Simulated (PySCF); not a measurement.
Fill in the blanks.

Species: C₂H₇NS₂Si.
Structure used (GFN2-xTB), in Å, numbered top down from 1:
```xyz
13
C2H7NS2Si angstrom
N      2.435    0.083   -0.445
Si     1.160   -0.104    0.684
S     -0.141   -1.692    0.061
C     -1.400   -0.578   -0.653
C     -1.646    0.610    0.247
S     -0.127    1.598    0.464
H      2.932    0.958   -0.484
H      3.053   -0.691   -0.624
H      1.459   -0.320    2.093
H     -2.307   -1.171   -0.766
H     -1.049   -0.260   -1.635
H     -1.985    0.291    1.233
H     -2.388    1.278   -0.191
```

```csv
property,level,value
point group of the GFN2-xTB geometry,GFN2-xTB,?
"rotational constants A, B, C of the GFN2-xTB geometry",GFN2-xTB,"2.293, 2.098, 1.257 GHz"
dipole moment,CAM-B3LYP/def2-SVPD,?
HOMO energy,CAM-B3LYP/def2-SVPD,?
LUMO energy,CAM-B3LYP/def2-SVPD,0.54 eV
lowest singlet excitation,TDDFT CAM-B3LYP/def2-SVPD,?
strongest line among the 8 lowest singlet transitions,TDDFT CAM-B3LYP/def2-SVPD,"S8 at 6.89 eV (180 nm, f = 0.032)"
lowest triplet excitation (Tamm–Dancoff),TDA CAM-B3LYP/def2-SVPD,4.92 eV
static isotropic polarisability,CAM-B3LYP/def2-SVPD,?
electronic spatial extent ⟨r²⟩ about the centre of nuclear charge,CAM-B3LYP/def2-SVPD,?
```

The electronic properties come from PySCF, for the isolated species, density fitting.

Task: Give the static isotropic polarisability.

Result: 94.0 au.

Task: Give the HOMO energy.

Result: -8.20 eV.

Task: The electronic spatial extent ⟨r²⟩ about the centre of nuclear charge?

Result: 991 bohr².

Task: What is the dipole moment?

Result: 0.63 D.

Task: Give the point group of the GFN2-xTB geometry.

Result: C1.

Task: What is the lowest singlet excitation?

Result: 5.30 eV (234 nm, f = 0.001).

The dipole matches unit charges of opposite sign 0.13 Å apart (1 e·Å = 4.8032 D). No computed singlet falls in the visible range (750 to 380 nm, 1.65 to 3.26 eV); S1 lies 2.04 eV above its blue end. A dipole of 0.63 D is allowed in C1, and pure rotational transitions are dipole-allowed. The polarisability is 13.93 Å³ as a volume (1 au = 0.148185 Å³), or 1.31 au for each of the 72 electrons. With B = h/(8π²I), that is 505.379 GHz u Å² over I, the principal moments of inertia are 220.4, 240.9 and 402.1 u Å² (most abundant isotopes). The rotational constants make it an asymmetric top with κ = (2B − A − C)/(A − C) = 0.62, nearer the oblate limit (+1).

One conformer stands for the species.
